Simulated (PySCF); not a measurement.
# Hartree-Fock beside MP2: BCH2O anion

All numbers below are calculated, not measured. The program is PySCF 2.14.0, an open-source quantum chemistry code, run on an isolated molecule that a program drew, which may never have been made. The molecule is BCH2O anion (charge -1, singlet), drawn as the SMILES string `C=B[O-]`.

The geometry was optimised and harmonic frequencies were computed with HF and MP2, all in the aug-cc-pVDZ basis, for the commonest isotopes, with a restricted reference for singlets and an unrestricted one otherwise, and a frozen core in MP2. Each result is a local minimum of its method.

Geometry at the HF minimum:
```xyz
5
BCH2O anion, angstrom
C    -1.0113   -1.1881    2.5363
B    -2.2891   -0.5353    2.2893
O    -3.3710    0.0174    2.0801
H    -0.8136   -1.7348    3.4509
H    -0.2019   -1.1560    1.8163
```

Lengths of the bonds as drawn, in Å (atoms numbered as above):
| bond | HF | MP2 |
|---|---|---|
| C1-B2 | 1.456 | 1.470 |
| B2-O3 | 1.233 | 1.266 |
| C1-H4 | 1.084 | 1.095 |
| C1-H5 | 1.084 | 1.095 |

Rotational constants, in GHz:
```
constant     HF    MP2
       A  296.6  290.4
       B  8.718  8.427
       C  8.469  8.189
```

Harmonic frequencies in cm^-1, each column in rising order, so a row needn't be the same motion in every method:
| rank | HF | MP2 |
|---|---|---|
| 1 | 382 | 276 |
| 2 | 427 | 387 |
| 3 | 566 | 508 |
| 4 | 922 | 852 |
| 5 | 989 | 929 |
| 6 | 1480 | 1370 |
| 7 | 1927 | ? |
| 8 | 3258 | 3162 |
| 9 | 3326 | 3246 |

**Estimate the missing MP2 frequency from the HF column.**

A single factor s that minimises the squared misfit of MP2 against s times HF over the other rows is sum(HF x MP2) / sum(HF^2) = 0.9637, with an rms misfit of 47 cm^-1. For rank 7 it gives 0.9637 x 1927 = 1857 cm^-1. The calculation gives 1790 cm^-1, 67 cm^-1 below the estimate. The drawn bonds are on average 1.4 % longer in MP2 than in HF.
